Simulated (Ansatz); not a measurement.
Cost and result for the atomization energy of C₂H₇BBrNO (`CN(C)B(O)Br`) (13 atoms, 12 bonds).

```xyz
13

C    -0.388   -1.486    0.265
N    -0.010   -0.111    0.053
C     0.808    0.432    1.116
B    -0.361    0.675   -1.043
O     0.056    1.971   -1.139
Br   -1.468   -0.035   -2.497
H     0.501   -2.123    0.345
H    -0.957   -1.590    1.196
H    -1.000   -1.847   -0.557
H     1.735   -0.144    1.221
H     0.275    0.388    2.073
H     1.063    1.468    0.905
H    -0.253    2.401   -1.938
```

Total charge 0; spin multiplicity 1. Correlated methods include outer-core shells of Br, which these sets cover unevenly. Scalar relativity is left out up to krypton. Geometry: relaxed with PBE0-D4/def2-TZVP. It is one conformer, not always the lowest. Program: Ansatz. All runs use 2 threads of an AMD EPYC 7R13 on a shared host and a share of an NVIDIA H100 80 GB. Times are those of one run each, without the atoms' runs, and a repeat can differ threefold. Electronic energies, without spin–orbit coupling; frozen cores. CCSD(T)/CBS adds CCSD(T) − MP2 in def2-TZVPP to the MP2 limit, and its time is that of the two runs behind it. T1 = 0.010. With those shells the extrapolation isn't a true limit. B3LYP takes the VWN-RPA correlation (the form of Gaussian; ORCA's B3LYP/G).

CCSD(T)/CBS is a level of theory with its own doubt, some kJ/mol a heavy atom from the limit and from the frozen cores, so smaller differences don't rank the functionals.

```
                             level  functions  wall time  atomization (kJ/mol)  difference from CCSD(T)/CBS  per bond
                PBE0-D4/def2-TZVPP        301      3.1 s                5142.5                         30.0       2.5
 B3LYP-D4/def2-TZVPP (with forces)        301      3.3 s                5118.2                          5.7       0.5
   PBE-D4/def2-TZVPP (with forces)        301      3.5 s                5237.3                        124.8      10.4
r2SCAN-D4/def2-TZVPP (with forces)        301      3.7 s                5130.4                         17.9       1.5
                 B2PLYP/def2-TZVPP        301      3.8 s                5065.4                        -47.1      -3.9
                ωB97X-V/def2-TZVPP        301      5.5 s                5119.4                          6.9       0.6
                    MP2/def2-QZVPP        584        7 s                5162.9                         50.4       4.2
  ωB97M-V/def2-TZVPP (with forces)        301        7 s                5130.2                         17.7       1.5
                CCSD(T)/def2-TZVPP        301        9 s                4979.4                       -133.1     -11.1
                 CCSD(T)/CBS(def2)          –       16 s                5112.5                          0.0       0.0
```

In def2-TZVPP, CCSD(T) changes the Hartree–Fock value by +1252.5 kJ/mol (the triples alone add +77.6 kJ/mol) and MP2 by +1357.9 kJ/mol; breaking electron pairs costs correlation energy, which Hartree–Fock lacks. From PBE to PBE0 (25 % exact exchange), in def2-TZVPP and without D4, the atomization energy moves by −90.4 kJ/mol: exact exchange takes away binding that semilocal exchange gives to molecules. The D4 term adds +46.4 kJ/mol with B3LYP and +24.5 kJ/mol with PBE0; it sums over pairs of atoms, weighted by their polarisabilities, and B3LYP, whose exchange is more repulsive, gets the larger term.
